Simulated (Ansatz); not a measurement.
Gas-phase electronic energies from Ansatz, PBE0-D4/def2-TZVP geometries. CBS: MP2 limit from def2 TZ/QZ plus the TZ coupled-cluster correction, frozen cores. This one scheme is used for every species. Functionals use def2-TZVPP. B3LYP here is the variant with VWN-RPA as its local correlation; programs differ in this. For Br outer-core shells are correlated without core-valence functions, which leaves a few kJ/mol of doubt a bond. Scalar relativity is left out up to krypton. Each species was taken in one conformer, which may not be the lowest.

Consider the ligand exchange at the Si–O bond: `O[Si](Br)(Br)Br` + HBr → `Br[Si](Br)(Br)Br` + H₂O.

Q: Is it downhill or uphill in electronic energy at CCSD(T)/CBS, and by how much? (Best estimate.)

A: Computed: Uphill: ΔE = +15.0 kJ/mol.

Q: What do these levels give: ωB97X-V, B3LYP, MP2/def2-SVP, CCSD/def2-SVP, HF/def2-TZVPP, SCS-MP2/def2-QZVPP? (Best estimate.)

A: Computed: ωB97X-V 22.9, B3LYP 27.8, MP2/def2-SVP 21.3, CCSD/def2-SVP 27.7, HF/def2-TZVPP 37.0, SCS-MP2/def2-QZVPP 16.8 kJ/mol.

Largest T1 diagnostic among the species: 0.008.

In def2-TZVPP, CCSD(T) changes the Hartree–Fock value by −13.5 kJ/mol (the triples alone add −2.5 kJ/mol) and MP2 by −22.3 kJ/mol. From BLYP to BHLYP (50 % exact exchange), in def2-TZVPP and without D4, ΔE moves by +4.0 kJ/mol. The D4 term adds −7.0 kJ/mol with B3LYP and −3.6 kJ/mol with PBE0; it sums over pairs of atoms, weighted by their polarisabilities, and B3LYP, whose exchange is more repulsive, gets the larger term.
